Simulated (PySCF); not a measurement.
In(F)2(Me) (CH3F2In), SMILES [CH3][In]([F])[F]. Atoms are numbered in the order given.

```xyz
7

In     0.0047    -0.0021     0.0039
F     -1.7707    -0.7921    -0.2843
F      0.0325     1.7465    -0.8907
C      1.6236    -0.8958     1.0958
H      1.9736    -0.1770     1.8483
H      2.4330    -1.1182     0.3876
H      1.2647    -1.8162     1.5727
```

Geometry optimised at B3LYP-D3(BJ)/def2-SVP. The def2 effective core potentials stand for the cores of In; spin–orbit coupling is left out.

Computed with HF/def2-TZVPD in PySCF.

Gas-phase values at a fixed geometry.

Problem. Estimate the frontier levels, gap, dipole moment and polarisability. (An estimate is asked for; the answer gives what the named calculation found.)

Solution. 
highest occupied level: -12.20 eV
lowest empty level: 0.42 eV
orbital gap: 12.63 eV
dipole moment: 4.84 D
quadrupole, principal values (traceless, Buckingham form, about the centre of nuclear charge): -10.62, -1.93, 12.56 D·Å
mean static polarisability: 41.2 bohr³ (6.10 Å³)
polarisability, principal values: 33.3, 38.6, 51.6 bohr³
